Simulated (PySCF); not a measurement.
Species: C₆H₁₀NO (doublet state).
Z-matrix (Å and degrees, GFN2-xTB geometry), rows numbered from 1:
```
C 
C   1  1.5173
C   2  1.5449  1  115.38
C   3  1.4847  2   88.69  1   118.85
C   4  1.4249  3  131.62  2   178.03
N   5  1.3796  4  115.13  3  -177.94
O   5  1.2282  4  123.71  3     0.28
C   4  1.4899  3   93.71  2    -1.01
H   1  1.0881  2  110.53  3   -50.21
H   1  1.0878  2  110.34  3    69.80
H   1  1.0882  2  110.54  3  -170.30
H   2  1.0912  1  110.00  3  -129.15
H   3  1.0916  2  116.36  1  -124.10
H   3  1.0924  2  114.96  1     2.27
H   6  1.0040  5  120.56  4   -16.57
H   6  1.0059  5  116.92  4  -171.46
H   8  1.0929  2  115.55  1   123.91
H   8  1.0936  2  114.23  1    -1.98
```

The hyperfine couplings belong to this conformer and change with its torsions.

Identity: `CC1C[C](C(N)=O)C1` [radical].

Computed with PySCF 2.14.0, UKS B3LYP, pcH-1 on C H N O, non-relativistic, mean-field spin-orbit, GIAO. Geometry: GFN2-xTB, one conformer, isolated molecule. A GFN2-xTB geometry isn't a minimum of the functional, and hyperfine couplings can be far from their values at a DFT geometry. The frame is twisted about the C5–N6 bond at this geometry (dihedral O7–C5–N6–H16 = 10°); couplings at other torsion angles weren't computed.

Problem. What are Nα, Nβ and the exact ⟨S²⟩?

Solution. 61 electrons with 2S = 1: 31 α and 30 β; S(S+1) = 0.75.

Mulliken spin populations, one withheld:

| atom | bound to | population |
| --- | --- | --- |
| C1 | C2, H9, H10, H11 | 0.0000 |
| C2 | C1, C3, C8, H12 | +0.0106 |
| C3 | C2, C4, H13, H14 | ? |
| C4 | C3, C5, C8 | +0.8460 |
| C5 | C4, N6, O7 | -0.0657 |
| N6 | C5, H15, H16 | +0.0416 |
| O7 | C5 | +0.1631 |
| C8 | C4, C2, H17, H18 | -0.0785 |
| H9 | C1 | -0.0005 |
| H10 | C1 | +0.0002 |
| H11 | C1 | +0.0001 |
| H12 | C2 | -0.0013 |
| H13 | C3 | +0.0409 |
| H14 | C3 | +0.0432 |
| H15 | N6 | -0.0016 |
| H16 | N6 | -0.0032 |
| H17 | C8 | +0.0411 |
| H18 | C8 | +0.0428 |

Problem. Complete the table.

Solution. The populations add up to Nα − Nβ = 1, and the others sum to 1.0788, so C3 holds -0.079.

Problem. Sum the populations by element and by sign.

Solution. Carbon +0.63, oxygen +0.16, hydrogen +0.16, nitrogen +0.04. The positive populations sum to 1.23, the negative ones to -0.23.

Problem. The run gives ⟨S²⟩ = 0.7563. What does that say of the overlap of α and β orbitals, and of the weight of higher spin?

Solution. Σ|⟨iα|jβ⟩|² over occupied orbitals = Nβ − [⟨S²⟩ − S(S+1)] = 30 − 0.0063 = 29.9937. If the quartet state (S + 1) were the only admixture, its weight would be 0.0063/(2S + 2) = 0.21 %.

Problem. What Fermi-contact NMR shifts do the couplings of C1, C2, C3, C5, N6, C8, H12 imply at 250 K (Curie law, g = gₑ)?

Solution. δ = a_FC·h·gₑ μB S(S+1)/(3 g_N μN kT), with k/h = 20836.6 MHz/K:

| nuclei | isotope | a_FC (MHz) | g_N | contact shift (ppm) |
| --- | --- | --- | --- | --- |
| C1 | 13C | -1.30 | 1.4048 | -163 |
| C2 | 13C | 3.48 | 1.4048 | +437 |
| C3 | 13C | -29.60 | 1.4048 | -3718 |
| C5 | 13C | -35.21 | 1.4048 | -4422 |
| N6 | 14N | 0.63 | 0.4038 | +274 |
| C8 | 13C | -28.99 | 1.4048 | -3641 |
| H12 | 1H | -3.04 | 5.5857 | -96 |

All at the stated temperature.

C3 and C8, with what hangs on them, aren't averaged: C4 is flat or nearly so (angle sum 360°), and its turn about the short C4–C5 bond (1.42 Å) is taken as slow. H15 and H16 aren't averaged: N6 is flat or nearly so (angle sum 355°), and its turn about the short N6–C5 bond (1.38 Å) is taken as slow.

Examples of negative spin density at the nucleus (bohr⁻³): C5 (-0.0313), C3 (-0.0263) and C8 (-0.0258).
